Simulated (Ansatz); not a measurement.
The cluster CrO₃⁻. Total charge -1; sextet. Geometry PBE-D4/def2-TZVPD.

Cartesian coordinates in Å:
```
Cr -0.0574 -0.2686 0.0950
O -0.6655 -0.5033 -1.5888
O -0.9075 0.6131 1.4216
O 1.6305 0.1588 0.0722
```

HSE06 is defined as in plane-wave codes, on full-range PBE exchange. At HF/def2-TZVPD the charge -1 sextet is spin-contaminated (final ⟨S²⟩ up to 9.64, 8.75 for a pure state). At PBE-D4/def2-TZVPD, r2SCAN-D4/def2-TZVPD the highest occupied level of the charge -1 sextet lies above zero (up to 1.02 eV). It is a level of α spin, whose loss leaves a quintet; that state wasn't run at this geometry and level. The electron is either unbound and held by the finite basis, or the level is raised by self-interaction error. The order of the spin states hangs on the level: the doublet lies 4.31 eV below the sextet at PBE0-D4/def2-TZVPD, but 0.35 eV above it at HF/def2-TZVPD. The sextet is doubtful at HF/def2-TZVPD (⟨S²⟩ 9.64, where a pure state has 8.75). The doublet is doubtful at HF/def2-TZVPD (⟨S²⟩ 2.59, where a pure state has 0.75). The structure comes from a short search, and lower isomers may exist.

(1) Estimate the α-spin orbital energies around the gap (eV) in Ansatz with HF/def2-TZVPD, PBE-D4/def2-TZVPD, r2SCAN-D4/def2-TZVPD, HSE06-D4/def2-TZVPD, CAM-B3LYP-D4/def2-TZVPD.

## Answers

(1) 
| orbital | HF/def2-TZVPD | PBE-D4/def2-TZVPD | r2SCAN-D4/def2-TZVPD | HSE06-D4/def2-TZVPD | CAM-B3LYP-D4/def2-TZVPD |
| --- | --- | --- | --- | --- | --- |
| HOMO−9 | -10.15 | -3.65 | -4.15 | -5.21 | -7.28 |
| HOMO−8 | -9.79 | -3.32 | -3.74 | -4.75 | -6.82 |
| HOMO−7 | -9.66 | -3.21 | -3.34 | -4.46 | -6.52 |
| HOMO−6 | -9.00 | -3.01 | -3.25 | -3.91 | -6.04 |
| HOMO−5 | -8.36 | -2.70 | -2.90 | -3.82 | -5.61 |
| HOMO−4 | -7.80 | -2.63 | -2.79 | -3.60 | -5.47 |
| HOMO−3 | -6.51 | -2.36 | -2.77 | -3.42 | -5.11 |
| HOMO−2 | -5.38 | 0.26 | -0.13 | -1.15 | -3.05 |
| HOMO−1 | -5.13 | 1.01 | 0.48 | -0.93 | -2.88 |
| HOMO | -4.92 | 1.02 | 0.63 | -0.57 | -2.46 |
| LUMO | 4.43 | 2.46 | 2.61 | 3.00 | 3.85 |
| LUMO+1 | 4.73 | 2.72 | 2.86 | 3.51 | 4.27 |
| LUMO+2 | 4.78 | 3.07 | 3.43 | 3.67 | 4.28 |
| LUMO+3 | 5.12 | 3.57 | 4.08 | 3.73 | 4.53 |
| LUMO+4 | 7.26 | 3.63 | 4.15 | 3.81 | 5.08 |
| LUMO+5 | 7.36 | 3.66 | 4.24 | 3.93 | 5.17 |
| β HOMO | -6.78 | -1.72 | -1.75 | -2.02 | -3.74 |
| β LUMO | 4.38 | -1.32 | -0.72 | -0.11 | 1.23 |
